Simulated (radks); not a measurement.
The numbers below are computed, except where a source is named.
Polarisability of the krypton ion Kr+, [Ar] 3d10 4s2 4p5, at imaginary frequency. Level of theory: non-relativistic Kohn-Sham, exchange-only LDA, spin-polarised, spherical densities, point nucleus; open shells are filled with parallel spins first (a radial shooting solver on a logarithmic mesh with Libxc functionals). Response by self-consistent Sternheimer equations with the Hartree and adiabatic exchange-only LDA kernel.

w (hartree),alpha1(iw) (bohr^3)
0.00266,11.40
0.0143,11.40
0.0360,11.37
0.0697,11.28
0.118,11.07
0.186,10.61
0.280,9.770
0.413,8.425
0.605,6.605
0.892,4.578
1.35,2.755
2.12,1.434
3.59,0.6500
6.94,0.2489
17.5,0.06149

Static values: alpha1 = 11.41 bohr^3 (1.690 angstrom^3; uncoupled 18.01). C6 = 71.41, triple-dipole C9 = 592.0 atomic units. One-pole (London) frequency 4 C6 / (3 alpha1^2) = 0.732 hartree, against 0.654 for minus the highest occupied eigenvalue. The dipole shielding factor is 0.972, as the force sum rule N/Z = 0.972 demands.
